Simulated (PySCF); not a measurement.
Delta-SCF ions had no search for a lower state. 

Cartesian coordinates (Å):
```xyz
12

C     -0.5561     1.3586     0.0701
N     -0.0430     0.0113    -0.0133
C     -1.0480    -1.0228    -0.0920
In     1.9037    -0.3963     0.0258
F      2.5832    -2.2137    -0.0761
F      3.2589     0.9898     0.1520
H     -1.1923     1.5002     0.9654
H     -1.1742     1.6133    -0.8126
H      0.2610     2.0927     0.1248
H     -1.6927    -0.8962    -0.9832
H     -1.7122    -1.0171     0.7942
H     -0.5883    -2.0199    -0.1552
```
Charge 0, multiplicity 1.

**Question.** Predict the vertical ionisation energy (Delta-SCF), dipole moment and LUMO from CAM-B3LYP-D3(BJ)/def2-TZVP // CAM-B3LYP-D3(BJ)/def2-SVP (PySCF).

**Answer.** 
The vertical ionisation energy (Delta-SCF) is 8.77 eV, the dipole moment is 3.65 D and the LUMO comes out as -1.30 eV.
